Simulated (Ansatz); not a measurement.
System: C3H4F2O (charge 0, singlet). 
Coordinates optimised at B3LYP-D3(BJ)/def2-TZVP (Ansatz, a first-principles code):
SMILES: CC(F)(F)C=O
```xyz
10

C     -1.2585    -0.8599     0.3058
C     -0.2744     0.1860    -0.1194
F     -0.3554     0.4131    -1.4735
F     -0.5464     1.3899     0.4875
C      1.2045    -0.1098     0.1720
O      1.5864    -1.1097     0.7073
H     -1.1905    -1.0141     1.3811
H     -2.2623    -0.5292     0.0433
H     -1.0369    -1.7998    -0.1963
H      1.8854     0.6958    -0.1630
```
Charge 0, spin multiplicity 1.

Basis-set convergence of Hartree-Fock and CCSD correlation energies (hartree) with Ansatz. Valence correlation only, unless marked. Spin-orbit coupling is left out. Non-relativistic.

| basis | functions | E(HF) | E(corr, CCSD) |
|---|---|---|---|
| cc-pVDZ | 104 | -389.68807 | -0.98821 |
| cc-pVTZ | 236 | ___ | ___ |

Q: What belongs in the gaps?

A: 
- cc-pVTZ, E(HF): -389.81202
- cc-pVTZ, E(corr, CCSD): -1.23993
